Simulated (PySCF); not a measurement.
Job file and geometry (Å, from GFN2-xTB) of an NMR shielding run on `CC[Si@@H]1[Si@H](O)[SiH2][Si@H]1C#N`, C₃H₁₁NOSi₄, PySCF 2.14.0, density-fitted response routines, GIAO PBE0/pcSseg-1 NMR shielding, non-relativistic, gas phase; density fitting, a coarse starting grid and PySCF grid level 2 are the driver's defaults:

```
$ OMP_NUM_THREADS=1 python probes_run.py task.json out

{"job": {"kind": "nmr", "xc": "PBE0", "basis": "pcSseg-1"}, "charge": 0, "multiplicity": 1}
C      2.966076     0.346409     0.288863
C      1.881306    -0.715965     0.409884
Si     0.396962    -0.356793    -0.741790
Si    -0.769595     1.635590    -0.221062
O      0.062516     2.291843     1.032365
Si    -2.658352     0.406377     0.485412
Si    -1.535855    -1.591008    -0.116306
C     -2.330919    -2.324566    -1.631112
N     -2.817731    -2.719504    -2.593331
H      3.812916     0.118651     0.935238
H      2.572373     1.319325     0.574195
H      3.330200     0.412490    -0.734789
H      1.535137    -0.748558     1.445045
H      2.310033    -1.697275     0.195107
H      0.919126    -0.529492    -2.112714
H     -0.986986     2.723766    -1.189859
H     -0.226324     3.070591     1.499198
H     -3.025098     0.485520     1.910615
H     -3.933190     0.661627    -0.194417
H     -1.507743    -2.778348     0.756422
```

Q: What does the program print?

A: 
```
coarse grid: 18728 points
cycle   1  E = -1407.8684834321  dE =  7.425e-01  |g| = 8.428e-01  |ddm| = 4.204e+00
cycle   2  E = -1407.5474132545  dE =  3.211e-01  |g| = 1.487e+00  |ddm| = 2.339e+00
cycle   3  E = -1408.0046723898  dE = -4.573e-01  |g| = 2.152e-01  |ddm| = 1.780e+00
cycle   4  E = -1408.0124119797  dE = -7.740e-03  |g| = 1.151e-01  |ddm| = 1.969e-01
cycle   5  E = -1408.0150778535  dE = -2.666e-03  |g| = 2.848e-02  |ddm| = 9.903e-02
cycle   6  E = -1408.0152588718  dE = -1.810e-04  |g| = 5.594e-03  |ddm| = 3.279e-02
cycle   7  E = -1408.0152666161  dE = -7.744e-06  |g| = 1.627e-03  |ddm| = 8.826e-03
final grid: 162624 points
cycle   8  E = -1408.0738375970  dE = -2.415e-05  |g| = 9.786e-03  |ddm| = 2.566e-02
cycle   9  E = -1408.0738162193  dE =  2.138e-05  |g| = 1.390e-02  |ddm| = 2.119e-02
cycle  10  E = -1408.0738579419  dE = -4.172e-05  |g| = 2.306e-03  |ddm| = 1.292e-02
cycle  11  E = -1408.0738590326  dE = -1.091e-06  |g| = 6.050e-04  |ddm| = 1.641e-03
cycle  12  E = -1408.0738591032  dE = -7.063e-08  |g| = 1.664e-04  |ddm| = 5.039e-04
cycle  13  E = -1408.0738591086  dE = -5.383e-09  |g| = 4.094e-05  |ddm| = 1.809e-04
cycle  14  E = -1408.0738591089  dE = -3.306e-10  |g| = 1.385e-05  |ddm| = 6.039e-05
converged SCF energy = -1408.0738591089

GIAO shielding tensors (ppm)
atom      isotropic    diamagn.    paramagn.     s11        s22        s33       span
  0 C      172.854     246.615     -73.762    163.004    167.075    188.482     25.478
  1 C      178.439     253.365     -74.926    164.637    176.840    193.839     29.203
  2 Si     374.612     882.391    -507.779    309.512    385.971    428.353    118.842
  3 Si     331.451     878.725    -547.274    258.721    338.607    397.024    138.302
  4 O      333.318     388.227     -54.909    266.133    343.176    390.645    124.512
  5 Si     436.713     881.198    -444.485    384.754    424.398    500.987    116.233
  6 Si     445.136     881.653    -436.517    399.497    448.339    487.573     88.076
  7 C       63.392     263.479    -200.087    -53.648    -47.391    291.215    344.863
  8 N     -108.009     337.558    -445.567   -302.652   -296.888    275.513    578.166
  9 H       30.203      27.350       2.853     24.898     27.197     38.515     13.617
 10 H       30.196      29.995       0.201     24.108     30.809     35.671     11.562
 11 H       30.642      29.187       1.454     26.358     28.886     36.682     10.325
 12 H       30.262      33.404      -3.142     25.994     29.733     35.058      9.065
 13 H       30.540      31.487      -0.948     24.835     29.281     37.503     12.669
 14 H       26.775      31.342      -4.567     23.894     25.436     30.995      7.102
 15 H       25.008      28.639      -3.631     22.038     23.932     29.054      7.015
 16 H       31.288      30.147       1.140     22.553     25.479     45.831     23.278
 17 H       27.395      29.312      -1.917     24.300     25.059     32.826      8.526
 18 H       27.492      29.145      -1.654     23.884     25.445     33.146      9.262
 19 H       27.099      29.218      -2.119     23.464     25.359     32.475      9.011
```

Q: Turn these shieldings into chemical shifts. Referencing at the same level of theory: ¹³C (σref 186.93) and ²⁹Si (σref 349.16) and ¹H (σref 31.72) vs TMS; ¹⁷O (σref 336.08) against H2O; ¹⁵N (σref 267.73) against NH3.

A: Averaging equivalent atoms: C 7: 123.5; C 0: 14.1; C 1: 8.5; Si 3: 17.7; Si 2: -25.5; Si 5: -87.6; Si 6: -96.0; O 4: 2.8; N 8: 375.7; H 15: 6.71; H 14: 4.94; H 19: 4.62; H 17: 4.32; H 18: 4.23; H 12: 1.46; H 9/10/11: 1.37; H 13: 1.18; H 16: 0.43 ppm. Experimental scales use liquid or dissolved standards, which lie at an offset from isolated NH3 (liquid NH3: subtract about 20 ppm) and H2O (liquid H2O: subtract about 36 ppm). Unscaled 15N shifts of sp2 nitrogen come out 20 to 40 ppm too high even then.

Size and cost of the density-fitted run: 236 basis functions, 53 s wall time on 1 thread of an Arm Neoverse V2, shared host; peak memory 1.1 GiB.
